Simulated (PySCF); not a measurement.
**Sn⁺: excitation energy**

Sn⁺ [Kr] 4d10 5s2 5p1 (2P) → Sn⁺ [Kr] 4d10 5s2 6s1 (2S), as a difference of total energies. All numbers are calculated (PySCF 2.14, scalar relativity through the core potential, in aug-cc-pVTZ-PP with ECP28MDF (6s5p4d2f, 55 functions)). Correlated levels: valence: 4s2 4p6 4d10 frozen. The calculations carry no spin-orbit coupling.

```json
{"method": "UHF", "excitation energy (eV)": "6.550"}
{"method": "LDA", "excitation energy (eV)": "6.595"}
{"method": "PBE", "excitation energy (eV)": "6.445"}
{"method": "PBE0", "excitation energy (eV)": "6.569"}
{"method": "r2SCAN", "excitation energy (eV)": "6.754"}
{"method": "TPSS", "excitation energy (eV)": "6.511"}
{"method": "r2SCANh", "excitation energy (eV)": "6.772"}
{"method": "B2PLYP", "excitation energy (eV)": "6.602"}
{"method": "revPBE", "excitation energy (eV)": "6.398"}
{"method": "MP2 (valence)", "excitation energy (eV)": "6.546"}
{"method": "SCS-MP2 (valence)", "excitation energy (eV)": "6.565"}
```

Errors of the correlated levels include the incompleteness of this basis and the frozen core.

For comparison: 6.702 eV (measured; NIST levels, between the centres of gravity of the two terms).
